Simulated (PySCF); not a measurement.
A structure optimised at TPSSh-D3(BJ)/def2-TZVP, used in a PySCF frequency run:

```xyz
7

Al     0.0000     0.0000     0.0940
C      0.0000     0.0000    -1.8188
H     -0.8934    -0.5158    -2.1797
H      0.8934    -0.5158    -2.1797
H      0.0000     1.0317    -2.1797
O      0.0000     0.0000     1.6970
H      0.0000     0.0000     2.6539
```
Charge +1, spin multiplicity 1.

Question: Write its SMILES, formula and point group.

Answer: [CH3][Al+][OH], CH₄AlO, C3v

Question: What are its rotational constants (standard atomic weights)?

Answer: 157.02, 4.6423, 4.6423 GHz
